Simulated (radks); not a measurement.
Values are calculated unless marked as measured or tabulated.
These are the eigenvalues of the occupied orbitals of an atom or ion with whole-number occupations (eV). Code: a radial shooting solver on a logarithmic mesh with Libxc functionals. Model: scalar-relativistic Kohn-Sham, MS2 meta-GGA, spin-polarised, spherical densities, finite nucleus; meta-GGA in the generalised Kohn-Sham scheme; Fermi nuclear charge, rms radius of each element as measured or else 0.836 A^(1/3) + 0.57 fm.

1s up: -63291.58
1s down: -63291.56
2s up: -10797.17
2s down: -10797.15
2p up: -9495.455
2p down: -9495.441
3s up: -2465.706
3s down: -2465.698
3p up: -2073.556
3p down: -2073.549
3d up: -1604.009
3d down: -1604.002
4s down: -507.1643
4s up: -507.1481
4p down: -378.3172
4p up: -378.3042
4d up: -210.3038
4d down: -210.3026
5s up: -78.4606
5s down: -78.4151
5p up: -48.8953
5p down: -48.7478
4f up: -26.8799
4f down: -26.8330
6s up: -18.0837

Which element is it, and in what charge state? The configuration may be excited. Open shells, if any, are filled with parallel spins first.

Answer. Z = 71, lutetium, charge +2: Lu2+ in [Xe] 4f14 6s1. The list shows which subshells hold electrons but not how many an open one holds; the 1s level, -2325.9 hartree, gives Z - s = 68.2 by -(Z - s)^2/2, which with screening and relativity narrows Z to a few neighbours, and the depths of the outer levels then fix element, charge and occupations together.
